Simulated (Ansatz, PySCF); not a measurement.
C2H10OSi3, SMILES [C@@H]1(O)C[Si@@H]([SiH2]1)[SiH3].

Geometry: PBE-D3(BJ)/def2-SVP. The structure was generated by enumeration; whether it is a known compound was not checked. Other conformers were not sampled.

Vertical ionisation energy (IE) and electron affinity (EA) in eV. Rows of orbital energies are one-electron estimates. Where ΔSCF, EOM or ADC give a negative EA the extra electron is unbound and the value depends on the basis.

```json
[
 {"level": "−ε(HOMO), −ε(LUMO), B3LYP/def2-TZVP (PySCF)", "IE": "7.02", "EA": "0.68"},
 {"level": "−ε(HOMO), −ε(LUMO), PBE/def2-TZVP (PySCF)", "IE": "6.09", "EA": "1.30"},
 {"level": "ΔSCF, PBE0/def2-SVPD (Ansatz), final states of multiplicity 2 and 2", "IE": "8.94", "EA": "-0.85"},
 {"level": "ΔSCF, PBE/def2-SVPD (Ansatz), final states of multiplicity 2 and 2", "IE": "8.63", "EA": "-0.69"}
]
```

Question: What vertical singlet–triplet gap does ΔSCF give with PBE0/def2-SVPD (Ansatz, an electronic-structure program) and with PBE/def2-SVPD (Ansatz)? (Estimate from the structure and the level; the computed values follow.)

Answer: 4.92 and 4.63 eV (triplet above singlet where positive).
